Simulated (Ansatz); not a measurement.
# Abstraction of Cl: SiH2(SiH3)Cl + CH2Br → SiH3(SiH2) + CH2BrCl

Species: SiH2(SiH3)Cl, singlet; CH2Br `[CH2]Br`, doublet; SiH3(SiH2), doublet; CH2BrCl (bromochloromethane) `ClCBr`, singlet. A radical takes Cl: the energy is the difference in strength between the Si–Cl bond broken and the C–Cl bond made.

Shapes, held fixed at every level: PBE0-D4/def2-TZVP. Programs: Ansatz 0.2.0. The zero-point and thermal change to 298 K, harmonic and unscaled (PBE0-D4/def2-TZVP), is +5.3 kJ/mol.

Task: Estimate ΔH(298 K) of this reaction.

Result: The highest level, CCSD(T)/def2-TZVPP, gives ΔH(298 K) = +107.5 kJ/mol; the levels span +100.4 to +139.4. The column of differences is taken from that level and isn't an error. No measured value is set beside it here. Open shells run unrestricted. Relativity is left out for Br. Outer-core shells of Br are correlated, in sets that cover them unevenly.

| level | kind | ΔH(298 K) (kJ/mol) | less CCSD(T)/def2-TZVPP |
| --- | --- | --- | --- |
| HF/def2-SVP | Hartree–Fock | +137.3 | +29.8 |
| HF/def2-TZVPP | Hartree–Fock | +139.4 | +31.9 |
| r2SCAN0-D4/def2-TZVPP | global hybrid | +117.8 | +10.3 |
| CCSD(T)/def2-SVP | coupled cluster or CI | +100.4 | -7.1 |
| CCSD/def2-SVP | coupled cluster or CI | +104.0 | -3.5 |
| CCSD/def2-TZVPP | coupled cluster or CI | +112.0 | +4.5 |
| CCSD(T)/def2-TZVPP | coupled cluster or CI | +107.5 | 0.0 |
